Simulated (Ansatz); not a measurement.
Reaction: SiH2Cl2 (dichlorosilane, SMILES Cl[SiH2]Cl) → SiH2Cl (SMILES [SiH2]Cl, doublet) + Cl (doublet) (the Cl-Si bond breaks)
Each species at its own B3LYP-D3(BJ)/def2-TZVP minimum (Ansatz, an electronic-structure program).

Property: bond dissociation energy (electronic), in kcal/mol. Open shells are spin-unrestricted; no spin-orbit coupling. CBS(X,Y): correlation extrapolated as X^-3, Hartree-Fock from the larger set (Q,5: extrapolated as (X+1)exp(-9√X)). A bracket is a step between two methods taken in the basis named. Functionals run without relativity, which enters their misses. Double hybrids freeze cores in their MP2 part. '+ core + X2C': CCSD(T) terms for core correlation (cc-pwCVTZ, 1s frozen past Ne) and scalar relativity (cc-pVTZ-DK).

CCSD(T)/CBS(cc-pV(Q+d)Z,cc-pV(5+d)Z) + [CCSDT(Q) - CCSD(T)]/cc-pV(D+d)Z + core + X2C (Ansatz) gives 114.2 kcal/mol.

**Question.** What does PBE/def2-TZVPD (Ansatz) give here, and how do the other levels compare?

**Answer.** PBE gives 109.3 kcal/mol, 4.9 kcal/mol below it. Differences of the others: B3LYP/def2-TZVPD (Ansatz) -8.6; PBE0/def2-TZVPD (Ansatz) -5.0; wB97M-V/def2-TZVPD (Ansatz) -0.1; B2PLYP/def2-TZVPD (Ansatz) -5.5; CCSD(T)/CBS(cc-pV(Q+d)Z,cc-pV(5+d)Z) + core + X2C (Ansatz) 0.0 kcal/mol. Nearer than PBE: wB97M-V/def2-TZVPD, CCSD(T)/CBS(cc-pV(Q+d)Z,cc-pV(5+d)Z) + core + X2C.
